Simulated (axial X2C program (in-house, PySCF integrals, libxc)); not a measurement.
**Worked dissociation energy of MgI: PBE0, spin-free**

All values were computed with an axial X2C code built on PySCF integrals. Spin-free means the one-electron spin-free X2C Hamiltonian. Basis: I dyall-cv3z [11s12p8d4f1g], Mg dyall-cv3z [9s8p6d3f] (cores contracted in-house); Gaussian nuclei, density fitting, unrestricted open shells. Masses: I 126.904 u, Mg 23.985 u.

Molecular state: M_S = 1/2, Λ = 0 (beyond evenly filled blocks: σα).

```
E(I) (2M_S = 1, M_L = 0)  : -7115.322454 hartree
E(Mg) (2M_S = 0, M_L = 0) : -200.280670 hartree
E(MgI) at Re              : -7315.688839 hartree
ωe                        : 309.7 cm⁻¹
ωexe                      : 1.05 cm⁻¹
```

Problem. Work out De and D0.

Solution. De = -7115.322454 + (-200.280670) − (-7315.688839) = 0.08571 hartree = 2.332 eV. The zero-point energy is ωe/2 − ωexe/4 = 155 cm⁻¹ = 0.019 eV, so D0 = 2.313 eV.

Occupations by symmetry block were frozen at the best pattern of an incomplete PBE0 search. De is counted from the lowest determinant-based energies of the atoms at the same level, without counterpoise correction. Spin–orbit coupling changes these values markedly for this molecule (Re by over 0.02 Å or De by over 0.25 eV), so the spin-free numbers are a model. Spin-free De lacks the spin–orbit lowering of the heavy p-block atom, a tenth of an eV or more for 4p and 5p, up to an eV for 6p and one to two eV for 7p atoms, less what an open-shell molecule gains itself.

Each atomic determinant is the lowest at this level and need not be a pure term. Totals compare only within one Hamiltonian and basis.
